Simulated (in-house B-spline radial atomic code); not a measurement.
A fraction x of an electron is removed from 2s in the aluminium ion Al⁴⁺, starting from [He] 2s2 2p5 and keeping the highest spin. Computed with a radial B-spline atomic code at the basis-set limit: scalar-relativistic (X2C) AM05, spin-polarised, spherical fractional occupations, Fermi nucleus of rms radius 3.061 fm.

| x | E(x) - E(0) (eV) | 2s down level (eV) |
| --- | --- | --- |
| 0 | 0.0000 | -174.119 |
| 0.03 | 5.2380 | -175.085 |
| 0.16 | ? | ? |
| 0.33 | 59.2170 | -184.788 |
| 0.45 | 81.6254 | -188.687 |
| 0.5 | 91.1005 | -190.315 |
| 0.6 | 110.2949 | -193.573 |
| 0.75 | 139.6978 | -198.467 |
| 0.84 | ? | ? |
| 0.97 | 184.1507 | -205.649 |
| 1 | 190.3349 | - |

Task: What belongs in the row x = 0.16?

Result: An energy change of 28.2716 eV; 2s down at -179.280 eV.

Task: What belongs in the row x = 0.84?

Result: An energy change of 157.6921 eV; 2s down at -201.406 eV.

Task: Check Janak's theorem between x = 0.33 and 0.45.

Result: The slope of the energy is 186.74 eV; the orbital levels give 186.74 eV (-ε of the emptying orbital, averaged over the two points).
